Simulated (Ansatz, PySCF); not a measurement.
O$_{2}$Si, charge +1, doublet, geometry from GFN2-xTB (a state made from the parent by changing its charge; the spin is typed, not shown lowest). Base run: B3LYP/def2-TZVP (PySCF).

Geometry (Å):
```xyz
3

O     -1.4896     0.1769    -0.0425
Si    -0.0049    -0.0545     0.0399
O      1.4982    -0.0814    -0.0274
```
Charge +1, spin multiplicity 2.
Orbitals are unrestricted.
All else is at PySCF's defaults.

The same geometry, method and basis name were run in Ansatz (an electronic-structure program) and PySCF, at each program's defaults and at the settings that a row names. The base is PySCF at its defaults. Differences at the defaults can come from grids, fitting, cores and function types together.

```
code and settings                                                               ΔE vs base (mEh)  basis functions      E (Eh)  SCF cycles
------------------------------------------------------------------------------  ----------------  ---------------  ----------  ----------
PySCF, defaults (exact integrals, its default grid, spherical functions)                   0.000               99  -439.58379          14
Ansatz, defaults (factorised integrals, its default grid, spherical functions)             0.008               99  -439.58378           -
PySCF, density fitting with def2-universal-jkfit                                          -0.020               99  -439.58381          14
PySCF, fine grid                                                                           0.000               99  -439.58379          14
Ansatz, high accuracy                                                                      0.000               99  -439.58379           -
```

Open shells are given as the SCF converged; they aren't shown to be the lowest states, and a large step between rows can be another state.
